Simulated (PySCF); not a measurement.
# How methods differ on the ionisation energy of Cr⁸⁺

Cr⁸⁺ [Ne] 3s2 3p4 (3P) → Cr⁹⁺ [Ne] 3s2 3p3 (4S), as a difference of total energies. Computed with PySCF 2.14 in an even-tempered Gaussian basis (20 s from 0.25 bohr⁻², ratio 2.5; 13 p from 0.33 bohr⁻², ratio 2.5; 5 d from 3.3 bohr⁻², ratio 2.7; 5 f from 4.9 bohr⁻², ratio 2.7), with the spin-free X2C one-electron Hamiltonian (Gaussian nucleus). Correlated levels: outer shells: 1s2 frozen; virtual orbitals above 40 to 60 times the deepest correlated orbital energy dropped. The calculations carry no spin-orbit coupling.

Task: Order these methods by the ionisation energy they give, lowest first.
A. UHF
B. SCS-MP2 (outer shells)
C. r2SCAN
D. M06

Result: A (207.66 eV), B (208.60 eV), D (209.25 eV), C (209.36 eV).

A first-order spin-orbit estimate (lowest level to lowest level, LS coupling) adds 0.415 eV.

For comparison: 209.5 ± 0.3 eV (semi-empirical (NIST evaluation); NIST Atomic Spectra Database, ionization energies).
